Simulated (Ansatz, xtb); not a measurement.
# C5H5FOS: 6 structures ranked

6 gas-phase structures of C5H5FOS, from a drawn sample of its isomers (lower ones may exist). Each was relaxed with GFN2-xTB; where two conformers were screened, the lower at r2SCAN-D4/def2-SVP is listed:

A. `COc1csc(F)c1`, a singlet
B. `COc1sccc1F`, a singlet
C. `COc1cc(F)cs1`, a singlet
D. `COc1ccc(F)s1`, a singlet
E. `COc1cscc1F`, a singlet
F. `COc1ccsc1F`, a singlet

Which do you expect lowest at r2SCAN-D4/def2-SVP, and how would the others follow?

Calculated order at r2SCAN-D4/def2-SVP: C (0.0), E (0.5), A (1.7), B (4.4), D (4.7), F (7.2) kcal/mol. Less than 1 kcal/mol parts C and E; B and D, so the order within those pairs means little.

Energies above the lowest of each column, in kcal/mol; the last columns are at PBE0-D3(BJ)/def2-SVP geometries:

```csv
structure,GFN2-xTB,HF/STO-3G,r2SCAN-D4/def2-SVP,PBE0-D3(BJ)/def2-SVP,CCSD(T)/def2-SVP + ΔMP2/def2-TZVPP
C,0.0,0.0,0.0,0.0,0.4
E,1.5,3.4,0.5,0.5,0.0
A,1.7,1.0,1.7,1.7,1.7
B,2.7,3.6,4.4,4.4,4.9
D,2.9,0.5,4.7,4.7,5.2
F,5.6,5.7,7.2,7.2,6.6
```

CCSD(T)/def2-SVP + ΔMP2/def2-TZVPP has C and E within 1 kcal/mol of each other at the bottom, and every level picks one of them. CCSD(T)/def2-SVP + ΔMP2/def2-TZVPP orders those it was run on as E (0.0), C (0.4), A (1.7), B (4.9), D (5.2), F (6.6) kcal/mol. Less than 1 kcal/mol parts E and C; B and D, so the order within those pairs means little. Flexible structures stand in one conformer each, not always the lowest. ΔMP2 is the change of the MP2 energy from the smaller to the larger basis.

Over these structures GFN2-xTB departs from r2SCAN-D4/def2-SVP by 1.0 kcal/mol on average once a common shift is removed. A GFN2-xTB relaxation took about 0.07 s and the r2SCAN-D4/def2-SVP energy about 3.6 s on a shared host (Ansatz 0.2.0, xtb 6.7.1).
